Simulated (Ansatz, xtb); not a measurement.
**AlFGeHP: which of two structures lies lower**

Structure X is a singlet given by its coordinates and structure Y is a singlet given by its coordinates. Both are isolated molecules in the gas phase, relaxed with BLYP-D3(BJ)/def2-SVP.

X (Å):

```yaml
atoms:
  - { symbol: Al, position_ang: [-1.0392, 2.3168, 1.5048] }
  - { symbol: F, position_ang: [-1.5474, 3.2158, 2.8202] }
  - { symbol: Ge, position_ang: [-0.4421, 2.5871, -0.7980] }
  - { symbol: P, position_ang: [-0.4210, 0.5376, 0.2966] }
  - { symbol: H, position_ang: [0.0017, 2.4247, -2.3023] }
```

Close contacts (Å): Al1–F2 1.67, Al1–Ge3 2.39, Al1–P4 2.24, Ge3–P4 2.32, Ge3–H5 1.58.

Y (Å):

```xyz
5

Al   -0.2220    1.7715    0.4279
F     0.7106    0.8876    1.5138
Ge   -2.3354    3.7331   -0.6475
P    -1.7898    3.1822    1.3796
H     0.1044    1.5139   -1.1040
```

Close contacts (Å): Al1–F2 1.68, Al1–Ge3 3.08, Al1–P4 2.31, Ge3–P4 2.17, Al1–H5 1.59.

Problem. Estimate which is lower in electronic energy at CCSD(T)/def2-TZVP, and by roughly how much.

Solution. The CCSD(T)/def2-TZVP calculation puts structure Y lower, by 53.4 kJ/mol.

How the difference moves with the method:

```csv
level,geometry,E(Y) − E(X) (kJ/mol),departure from the last row (kJ/mol),"job, with rough time for the two"
BLYP-D3(BJ)/def2-SVP,BLYP-D3(BJ)/def2-SVP,−66.1,−12.7,"optimisation, 20 s"
HF/def2-TZVP,BLYP-D3(BJ)/def2-SVP,−87.8,−34.4,part of the CCSD(T) run
MP2/def2-TZVP,BLYP-D3(BJ)/def2-SVP,−49.5,+3.8,part of the CCSD(T) run
CCSD(T)/def2-TZVP,BLYP-D3(BJ)/def2-SVP,−53.4,,"single point, 68 s"
```

The levels shown agree on the order. The largest departure from CCSD(T)/def2-TZVP is that of HF/def2-TZVP, 34.4 kJ/mol. Levels run at GFN2-xTB geometries aren't shown.

With harmonic frequencies from BLYP-D3(BJ)/def2-SVP (ideal gas, rigid rotor, one conformer each, 298.15 K, 1 atm): on the last row, ΔE + ΔZPE = −53.2 kJ/mol. A mode under 50 cm⁻¹ makes harmonic enthalpies and free energies unreliable, so none is given.

The correlated steps freeze 20 core orbitals; the filled d shell of Ge is correlated, in a basis made for valence electrons. Run with Ansatz 0.2.0; the last row on 2 threads of Intel(R) Xeon(R) Platinum 8259CL CPU @ 2.50GHz (Skylake/Cascade Lake) on a shared host.
